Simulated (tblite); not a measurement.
Isomers of C7H5O (doublet state). All values are computed: GFN2-xTB (tblite) harmonic vibrations without scaling, gas phase. Against measured fundamentals such values can be off by several per cent, at times by over 20. One conformer each. Open shells enter through the occupations alone, without spin polarisation, and single modes of such species can be off by tens of per cent.

Electronic energies: GFN2-xTB at the same geometries; isomer energies are rough at this level and their order can be wrong.

```json
{"SMILES": "Oc1c[c]c2c(c1)C2", "electronic energy, lowest = 0 (kJ/mol)": "157.3"}
{"SMILES": "C#C/[C]=C(\\C#C)OC", "electronic energy, lowest = 0 (kJ/mol)": "308.4"}
{"SMILES": "C#Cc1ccc([CH2])o1", "electronic energy, lowest = 0 (kJ/mol)": "0.0"}
{"SMILES": "[O]c1ccc2c(c1)C2", "electronic energy, lowest = 0 (kJ/mol)": "60.7"}
```

Q: How do GFN2-xTB zero-point energies change the relative energies?

A: 
```
           SMILES  ZPE (kJ/mol)  of it from modes above 1550 cm⁻¹  electronic (kJ/mol)  with ZPE, lowest = 0 (kJ/mol)  lowest mode (cm⁻¹)  rings
C#Cc1ccc([CH2])o1         239.0                             118.7                  0.0                            0.0                 122      1
 [O]c1ccc2c(c1)C2         243.7                             120.9                 60.7                           65.5                 140      2
 Oc1c[c]c2c(c1)C2         243.8                             114.0                157.3                          162.1                 169      2
C#C/[C]=C(\C#C)OC         226.6                             130.2                308.4                          296.1                  44      0
```

The zero-point energies span 17.2 kJ/mol, from `C#C/[C]=C(\C#C)OC` to `Oc1c[c]c2c(c1)C2`. The order is unchanged.

Q: What do entropy and thermal enthalpy add at 298.15 K and 1 bar (rigid rotor, harmonic oscillator, one conformer each)?

A: 
```
           SMILES  point group  symmetry number  S (J/(mol K))  H − H(0) (kJ/mol)  ZPE + H − H(0) − TS (kJ/mol)
C#Cc1ccc([CH2])o1           Cs                1          353.4              21.60                         155.2
 [O]c1ccc2c(c1)C2           Cs                1          336.8              19.24                         162.6
 Oc1c[c]c2c(c1)C2           Cs                1          337.8              19.68                         162.8
C#C/[C]=C(\C#C)OC           Cs                1          410.7              28.43                         132.6
```

S holds R ln(2S + 1) for the spin.
